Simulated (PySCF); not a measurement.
Job for PySCF: R-B3LYP/6-31G* on BeF-, 2S+1 = 1, a spin state set in the input, which need not be the lowest, a point of a bond scan (R = 1.550 Å). Charge -1.

```python
from pyscf import gto, scf, dft, mp
from pyscf.data.elements import chemcore

mol = gto.M(
    atom='''
    Be    0.00000000    0.00000000    0.00000000
    F     0.00000000    0.00000000    1.55031700
    ''',
    basis='6-31g*',
    cart=True,
    charge=-1, spin=0, verbose=3, max_memory=1800)
mf = dft.RKS(mol, xc='b3lyp')
mf.conv_tol = 1e-8
mf.max_cycle = 100
mf.kernel()
if not mf.converged:
    mf = mf.newton().run(mf.mo_coeff, mf.mo_occ)
```

Program output:

```
converged SCF energy = -114.605934995984
```

Self-consistency was reached.

Cost: very roughly 0.21 core-seconds.
